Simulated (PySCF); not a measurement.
C3H9GaO.
Structure used (PBE0-D3(BJ)/def2-SVP), in Å, numbered top down from 1:
```xyz
14
C3H9GaO angstrom
C     -1.7278    0.8523   -0.2227
C     -1.0233   -0.4391    0.1578
C      0.1783   -0.7539   -0.7204
O      1.1244    0.2781   -0.6953
Ga     2.6587    0.2557    0.2167
H     -2.1370    0.7948   -1.2444
H     -1.0256    1.6982   -0.1961
H     -2.5621    1.0742    0.4599
H     -0.6825   -0.3873    1.2081
H     -1.7239   -1.2906    0.1036
H      0.6159   -1.7223   -0.4024
H     -0.1599   -0.8868   -1.7662
H      2.9864   -1.0750    0.9764
H      3.4666    1.5826    0.1109
```

The geometry is computed with PBE0-D3(BJ)/def2-SVP (gas phase).

Masses are those of the commonest isotopes; rigid-rotor values at the optimised geometry. The values belong to one conformer with, in the numbering `[CH3:1][CH2:2][CH2:3][O:4][GaH2:5]`, C1–C2–C3–O4 58°, C2–C3–O4–Ga5 103°, C3–O4–Ga5–H 4° and -177°.

Task: What are A, B and C (GHz)?

Result: Ia = 55.35, Ib = 398.43, Ic = 414.09 u·Å²; 505379 MHz·u·Å²/I gives 9131, 1268 and 1220 MHz, that is A = 9.1310, B = 1.2684, C = 1.2205 GHz.

Task: What kind of rotor is it?

Result: A near-prolate asymmetric top. Ray's parameter κ = (2B − A − C)/(A − C) = -0.988; −1 is the prolate and +1 the oblate limit.

Task: Is it planar, by Δ = Ic − Ia − Ib?

Result: Not planar: Δ = Ic − Ia − Ib = -39.68 u·Å². For a rigid frame Δ = −2 Σ m c², so Σ m c² = 19.84 u·Å² lies off the ab plane: 7.50 from hydrogen and 12.34 from heavier atoms. The atom farthest from that plane is 1.54 Å away.

Task: Give the other two planar moments, Paa and Pbb, and the rms extents of the mass along the axes.

Result: Paa = Σ m a² = (Ib + Ic − Ia)/2 = 378.58 and Pbb = Σ m b² = (Ia + Ic − Ib)/2 = 35.51 u·Å². With the mass M = 129.99 u, the rms extents √(P/M) along a, b and c are 1.71, 0.52, 0.39 Å.

Task: List the rotational levels J(Ka,Kc) to J = 3 (cm⁻¹).

Result: Above 0(0,0):
J = 1: 1(0,1) 0.0830, 1(1,1) 0.3453, 1(1,0) 0.3469
J = 2: 2(0,2) 0.2491, 2(1,2) 0.5097, 2(1,1) 0.5145, 2(2,1) 1.3013, 2(2,0) 1.3013
J = 3: 3(0,3) 0.4981, 3(1,3) 0.7564, 3(1,2) 0.7660, 3(2,2) 1.5504, 3(2,1) 1.5504, 3(3,1) 2.8657, 3(3,0) 2.8657
Those of J = 1 are B + C, A + C and A + B.

Task: Estimate the classical rotational partition function at 10 K, 200 K and 500 K.

Result: Point group C1, symmetry number σ = 1; q = (√π/σ)·√((kT/h)³/(ABC)), k/h = 20836.6 MHz/K: 1420 at 10 K, 127000 at 200 K, 501000 at 500 K.

Whether it is a minimum is left open (no frequencies). Zero-point vibration and centrifugal distortion are left out.
